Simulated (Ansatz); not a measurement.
C5H8, SMILES `C#CCCC` (charge 0, multiplicity 1).

The numbers are results of PBE0/cc-pVTZ // B3LYP-D3(BJ)/def2-TZVP (Ansatz, a quantum-chemistry and plane-wave program), not measurements.

Ansatz 0.2 input:
```yaml
crystal:
  periodic: [false, false, false]
  atoms:
    - { symbol: C, position_ang: [2.971287, -0.450546, 0.286534] }
    - { symbol: C, position_ang: [1.818619, -0.532267, -0.037765] }
    - { symbol: C, position_ang: [0.412965, -0.602889, -0.412278] }
    - { symbol: C, position_ang: [-0.434186, 0.522618, 0.20177] }
    - { symbol: C, position_ang: [-1.899927, 0.424834, -0.206091] }
    - { symbol: H, position_ang: [3.992487, -0.38355, 0.569938] }
    - { symbol: H, position_ang: [0.32934, -0.5678, -1.503357] }
    - { symbol: H, position_ang: [0.007493, -1.572568, -0.105709] }
    - { symbol: H, position_ang: [-0.019385, 1.484667, -0.107534] }
    - { symbol: H, position_ang: [-0.341083, 0.480406, 1.289345] }
    - { symbol: H, position_ang: [-2.013402, 0.489427, -1.290948] }
    - { symbol: H, position_ang: [-2.337662, -0.522773, 0.117014] }
    - { symbol: H, position_ang: [-2.486549, 1.230439, 0.237978] }
basis:
  gaussian: { orbitals: cc-pVTZ }
hamiltonian:
  xc: pbe0
```

Output:

```
Functional definition: PBE0
1345 factors; their error is unknown
mean field evaluation 1: about -5299.6914 eV, gradient 6.3e1 eV
mean field evaluation 2: about -5298.5780 eV, gradient 6.4e1 eV
mean field evaluation 4: about -5308.8681 eV, gradient 6.4e0 eV
mean field evaluation 8: about -5308.9633 eV, gradient 3.5e-2 eV
mean field evaluation 16: about -5308.9504 eV, gradient 3.8e-5 eV
mean field -5308.95040476 eV, -195.1003288392 hartree, gradient 3.8e-5 eV, S^2 0.000000; 0 other end points of the search recorded, 0 dependent functions left out
reference -5308.95043440 eV, -195.1003299284 hartree; 19, 19 occupied and 243, 243 virtual orbitals, 1345 factors
Total energy: -5308.95043440 eV, -195.1003299284 hartree
```
